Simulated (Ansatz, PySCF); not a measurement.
Gas-phase reaction in SMILES: F[C]Cl + 3 [H][H] (H2) -> C (CH4) + Cl (HCl) + F (HF)
Geometries: B3LYP-D3(BJ)/def2-TZVP minima from Ansatz (an electronic-structure program). Unstable Hartree-Fock reference: F[C]Cl.

Wanted: energy of full hydrogenation (0 K, with B3LYP-D3(BJ) harmonic zero-point energies from PySCF), in eV. Correlated levels leave the core frozen unless marked. Spin-orbit coupling is left out. No relativistic terms. CBS marks a two-point X^-3 extrapolation of the correlation energy; Hartree-Fock from the larger set.

```json
[
 {"level": "HF/cc-pV(D+d)Z", "program": "Ansatz", "energy of full hydrogenation (eV)": "-4.98"},
 {"level": "B97M-V/def2-TZVPD", "program": "Ansatz", "energy of full hydrogenation (eV)": "-4.66"},
 {"level": "r2SCAN0/def2-TZVPD", "program": "Ansatz", "energy of full hydrogenation (eV)": "-4.91"},
 {"level": "PBE-QIDH/def2-TZVPD", "program": "Ansatz", "energy of full hydrogenation (eV)": "-5.03"},
 {"level": "RPA@PBE/cc-pV(T+d)Z", "program": "Ansatz", "energy of full hydrogenation (eV)": "-4.37"},
 {"level": "MP2/6-31G", "program": "Ansatz", "energy of full hydrogenation (eV)": "-4.86"},
 {"level": "RI-MP2/cc-pV(T+d)Z", "program": "Ansatz", "energy of full hydrogenation (eV)": "-4.97"}
]
```

Task: Estimate the value at CCSD(T)/CBS(cc-pV(T+d)Z,cc-pV(Q+d)Z) as computed with Ansatz.

Result: -4.81 eV
